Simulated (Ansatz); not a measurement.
Ansatz (a first-principles code) input:
A basis named .json is the Basis Set Exchange file of that set.

Ansatz 0.2 input:
```yaml
crystal:
  periodic: [false, false, false]
  atoms:
    - {symbol: W, position_ang: [0.03710101, 0.05296509, 0.04995165]}
    - {symbol: O, position_ang: [1.51758210, -0.55095755, -0.55741779]}
    - {symbol: O, position_ang: [-0.51686346, -0.91891025, 1.34379327]}
    - {symbol: F, position_ang: [-1.19458044, 0.87105840, -1.10971402]}
basis:
  gaussian:
    orbitals: def2-TZVPPD.json
hamiltonian:
  xc: hf
magnetization: {spin_polarized: true, initial_magnetization: 1}
```

Task: What final total energy does it print?

Result: -315.77159 Eh (HF/def2-TZVPPD). The basis has 179 functions.

The spin state was set by rule; other spins were not relaxed.

The determinant is spin-contaminated: <S^2> is 0.95 against 0.75 for a pure state.
